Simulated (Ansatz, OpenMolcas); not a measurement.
Abstraction of H: C2H6O + C2H5Se → C2H5O + C2H6Se

Gas-phase species: C2H6O (ethanol) `CCO`, singlet; C2H5Se `CC[Se]`, doublet; C2H5O (ethoxy radical) `CC[O]`, doublet; C2H6Se `CC[SeH]`, singlet. A radical takes H: the energy is the difference in strength between the O–H bond broken and the Se–H bond made.

Shapes, held fixed at every level: PBE0-D4/def2-TZVP. Flexible molecules stand in one conformer, not always the lowest. Programs: Ansatz 0.2.0, OpenMolcas 26.06. A level may come from different programs for different species; with the same settings they agree closely. The zero-point and thermal change to 298 K, harmonic and unscaled (PBE0-D4/def2-TZVP), is -16.1 kJ/mol.

```tsv
level	kind	ΔH(298 K) (kJ/mol)	less CCSD(T)/def2-TZVPP
HF/def2-TZVPP	Hartree–Fock	+69.1	-34.0
B3LYP/6-31G* (spherical functions)	global hybrid	+79.0	-24.1
B3LYP-D4/def2-TZVPP	global hybrid	+91.0	-12.1
BHLYP-D4/def2-TZVPP	global hybrid	+88.8	-14.3
CCSD(T)/def2-SVP	coupled cluster or CI	+97.2	-5.9
CCSD/def2-TZVPP	coupled cluster or CI	+101.9	-1.2
CCSD(T)/def2-TZVPP	coupled cluster or CI	+103.1	0.0
```

The highest level, CCSD(T)/def2-TZVPP, gives ΔH(298 K) = +103.1 kJ/mol; the levels span +69.1 to +103.1. The column of differences is taken from that level and isn't an error. No measured value is set beside it here. Open shells run unrestricted. Relativity is left out for Se. Outer-core shells of Se are correlated, in sets that cover them unevenly.
